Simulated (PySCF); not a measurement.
Ge(F)(Br)2(Vi), SMILES C=[CH][Ge]([F])([Br])[Br], singlet at its PBE0/def2-SVP optimised geometry (Å):

```
9

C     -2.4060    -0.9074    -2.3910
C     -1.6575    -1.6376    -1.5607
Ge    -0.8921    -0.8304     0.0000
F     -1.3948     0.8304     0.0000
Br    -1.6347    -1.7463     1.9593
Br     1.3948    -0.8304     0.0000
H     -2.6022     0.1540    -2.2087
H     -2.8530    -1.3477    -3.2889
H     -1.4614    -2.6992    -1.7433
```

Computed with PBE0/def2-TZVP (PySCF). Cells within 0.4 Å of a nucleus heavier than hydrogen are left out (blank, or x).

Map of the deformation density (molecule minus spherical neutral atoms) (e/bohr³) on the plane z = 0.0 Å:

```
|2222222222222222222222222222222|
|2222222222222222222222222222222|
|2222222222222222222222222222222|
|2222222222222222222222222222222|
|2222222222222222222222222222222|
|2222222222222222222222222222222|
|2222222222222222222222222222222|
|2222222222222222222222222222222|
|2222222222233222222222222222222|
|2222222212333322222222222222222|
|222223333x964322222222222222222|
|22223347xxx84322222222222222222|
|22222348xxx65322222222222222222|
|222223465x075322222233322222222|
|2222223578974211222333332222222|
|2222222356642112333344432222222|
|2222111112000013443346642222222|
|22221100000x012465323x452112222|
|2222110001xxx0257621xxx42111222|
|2222110011xxx0257621xxx42111222|
|22221111110xx12465312x342112222|
|2222211122222113443346642112222|
|2222211122110012333345542222222|
|2222221111100011223334332222222|
|2222221111110011222333332222222|
|2222222111111112222233322222222|
|2222222221111122222222222222222|
|2222222222222222222222222222222|
|2222222222222222222222222222222|
|2222222222222222222222222222222|
|2222222222222222222222222222222|
```
Scale: ten equal steps from -0.013 (start of '0') to 0.034 (end of '9'), in the order '0123456789'; x runs from -3.50 to 3.50, y from -3.50 (bottom) to 3.50 (top).
